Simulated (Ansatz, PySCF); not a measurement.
Ways to break one bond of C[Si](C)(O)O:

A. C[Si](C)(O)O [dihydroxy(dimethyl)silane] -> [CH2][Si](C)(O)O + H atom
B. C[Si](C)(O)O -> C[Si](O)O + [CH3] (CH3)
C. C[Si](C)(O)O [dihydroxy(dimethyl)silane] -> C[Si](C)([O])O + H atom

Quantity: bond dissociation energy (enthalpy at 298 K, with B3LYP-D3(BJ) rigid-rotor harmonic-oscillator terms from PySCF), kcal/mol. Structures are relaxed separately at B3LYP-D3(BJ)/def2-TZVP in Ansatz (an electronic-structure program), one conformer each, not searched for the lowest. Valence correlation only, unless marked. UHF or UKS for open shells. Spin-orbit coupling is left out. No relativistic terms. CBS(X,Y): correlation extrapolated as X^-3; Hartree-Fock from the larger set.

|  | BLYP/def2-TZVPD (Ansatz) | B2GP-PLYP-D4/def2-TZVPD (Ansatz + dftd4) | CCSD/6-31G* (Ansatz) | CCSD(T)/CBS(cc-pV(T+d)Z,cc-pV(Q+d)Z) (Ansatz) |
|---|---|---|---|---|
| A | 96.4 | 98.1 | 90.8 | ___ |
| B | 82.3 | 91.8 | 89.6 | ___ |
| C | 108.4 | 115.8 | 102.0 | ___ |

### Question
Some entries are withheld; supply them.

### Answer

- A, CCSD(T)/CBS(cc-pV(T+d)Z,cc-pV(Q+d)Z) (Ansatz): 100.6
- B, CCSD(T)/CBS(cc-pV(T+d)Z,cc-pV(Q+d)Z) (Ansatz): 95.3
- C, CCSD(T)/CBS(cc-pV(T+d)Z,cc-pV(Q+d)Z) (Ansatz): 119.5
